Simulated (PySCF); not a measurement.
Structure with atom numbers: `[CH3:1][Si:2]([OH:3])([OH:4])[O:5][CH:6]=[O:7]`. Hydrogens are named by the atom that carries them.

- σ from GIAO-PBE0/pcSseg-1
- geometry: GFN2-xTB
- code: PySCF
- averaged over atoms made equivalent by symmetry, fast rotation or ring inversion, single conformer, non-relativistic Hamiltonian, no solvent model

Chemical shifts δ = σref − σ; 13C and 1H and 29Si vs TMS; 17O against H2O, all at this level.

```
      atoms  nucleus  count  Hirshfeld charge  δ (ppm)
         O5      17O      1             -0.19    249.8
         O7      17O      1             -0.26        ?
         C6      13C      1              0.18    166.9
        Si2     29Si      1              0.54    -36.4
H(O3)/H(O4)       1H      2              0.17     3.00
      H(C1)       1H      3              0.05     0.25
         C1      13C      1             -0.22        ?
      O3/O4      17O      2             -0.31        ?
      H(C6)       1H      1              0.06     8.07
```

Estimate the values marked ?.

Answers


- C1: -3.1 ppm, methyl carbon bonded to Si; an electropositive neighbour leaves it electron-rich and shielded
- O7: 442.7 ppm, carbonyl oxygen
- O3/O4: 60.4 ppm, oxygen bonded to Si, H

OH and NH positions are those of a molecule without intermolecular hydrogen bonds; in solution they move with solvent, concentration and temperature, and exchange usually removes their couplings. Shifts are as computed. Against solution values, carbons near 30 ppm lie about +3 ppm off and those near 130 ppm about +5 ppm. Of 1309 compounds with measured shifts, 239 miss one by over three times the rms of a fit or turn the order of signals round; such compounds aren't used in these exercises. Unscaled 17O shifts of doubly bonded oxygen tend to come out too high, by tens of ppm or more. Experimental scales use liquid or dissolved standards, which lie at an offset from isolated H2O (liquid H2O: subtract about 36 ppm).
